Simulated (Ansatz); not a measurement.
Calculated with Ansatz (gas phase, PBE0-D4/def2-TZVP geometries, no zero-point term in ΔE). CCSD(T)/CBS is the MP2 limit (def2-TZVPP, def2-QZVPP) plus CCSD(T) − MP2 in def2-TZVPP, frozen cores. This one scheme is used for every species. DFT in def2-TZVPP. Each species was taken in one conformer, which may not be the lowest.

Reaction (formal exchange of groups at the Si–C bond): `N[SiH](O)C=S` + `N[Si](O)(F)F` → `N[SiH](O)[Si](N)(F)F` + `OC=S`

```
             level  ΔE (eV)
            r2SCAN     1.50
     HF/def2-TZVPP     1.93
CCSD(T)/def2-TZVPP     1.76
SCS-MP2/def2-QZVPP     1.84
```

Task: What does CCSD(T)/CBS give? (Best estimate.)

Result: Computed: +1.77 eV. The listed levels differ from it by -0.27, 0.16, -0.01, 0.07 eV.

Largest T1 diagnostic among the species: 0.018.

From PBE to PBE0 (25 % exact exchange), in def2-TZVPP and without D4, ΔE moves by +0.21 eV. In def2-TZVPP, CCSD(T) changes the Hartree–Fock value by −0.17 eV (the triples alone add −0.05 eV) and MP2 by −0.11 eV.
